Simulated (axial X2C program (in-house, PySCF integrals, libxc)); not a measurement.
**ScO⁺ along the bond: BP86, 2c**

Computed with an axial X2C code built on PySCF integrals. Two-component (2c) means X2C with spin–orbit coupling and atomic mean-field two-electron Coulomb and Gaunt terms. Basis: Sc dyall-cv3z [10s11p7d5f2g], O dyall-av3z [7s6p3d2f] (cores contracted in-house); Gaussian nuclei, density fitting, unrestricted open shells. Masses: Sc 44.956 u, O 15.995 u.

State: Ω = 0 (closed shell). Dipoles are positive if O is the positive end and refer to the centre of mass.

Results along the bond:

```
R (Å)   μ (D)  HOMO (eV)  LUMO (eV)
1.392  -4.914     -13.42      -7.93
1.456  -5.482     -13.31      -8.21
1.504  -5.866     -13.21      -8.41
1.552  -6.216     -13.11      -8.61
1.600  -6.535     -13.00      -8.79
1.656  -6.869     -12.88      -9.00
1.712  -7.168     -12.76      -9.18
1.784  -7.505     -12.48      -9.40
1.872  -7.857     -12.14      -9.62
2.000  -8.269     -11.75      -9.88
```

One determinant describes the state; a PBE0 search over occupations chose it and may have missed a lower one. Closed shells are restricted here (equal orbitals for both partners); the stretched side of such a curve lies too high.
